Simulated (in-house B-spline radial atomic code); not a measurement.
RPA and G0W0 for Fe⁸⁺, [Ne] 3s2 3p6, as one setting changes: the share of exact exchange in the PBE hybrid start. A dash marks a level of low quasi-particle weight. Computed with a B-spline radial code for spherical atoms: all electrons, scalar-relativistic (spin-free one-electron X2C), finite nucleus, each spin shell either full or empty, empty states to l = 9 with an (l + 1/2)⁻⁴ tail; G0W0 by contour deformation at full frequency.

| share of exact exchange in the PBE hybrid start | mean-field level (eV) | G0W0 level (eV) | RPA correlation (Eh) |
| --- | --- | --- | --- |
| 0 | -220.38 | 3p -234.39 | -1.2911 |
| 0.1 | ? | ? | ? |
| 0.2 | -223.47 | 3p -234.53 | -1.2583 |
| 0.3 | -225.01 | 3p -234.58 | -1.2431 |
| 0.4 | -226.55 | 3p -234.64 | -1.2287 |
| 0.5 | -228.09 | 3p -234.68 | -1.2149 |
| 0.6 | -229.63 | 3p -234.73 | -1.2017 |
| 0.7 | ? | ? | ? |
| 0.8 | -232.71 | 3p -234.80 | -1.1769 |
| 0.9 | -234.25 | 3p -234.84 | -1.1652 |
| 1 | -235.79 | 3p -234.87 | -1.1539 |

**Question.** What belongs in the row for 0.1?

**Answer.** mean-field level (eV): -221.92; G0W0 level (eV): 3p -234.46; RPA correlation (Eh): -1.2742.

**Question.** What belongs in the row for 0.7?

**Answer.** mean-field level (eV): -231.17; G0W0 level (eV): 3p -234.77; RPA correlation (Eh): -1.189.

**Question.** At what share of exact exchange does G0W0 leave the highest level unchanged?

**Answer.** Near 0.94, where the shift changes sign (-0.585 eV at 0.9, +0.923 eV at 1).
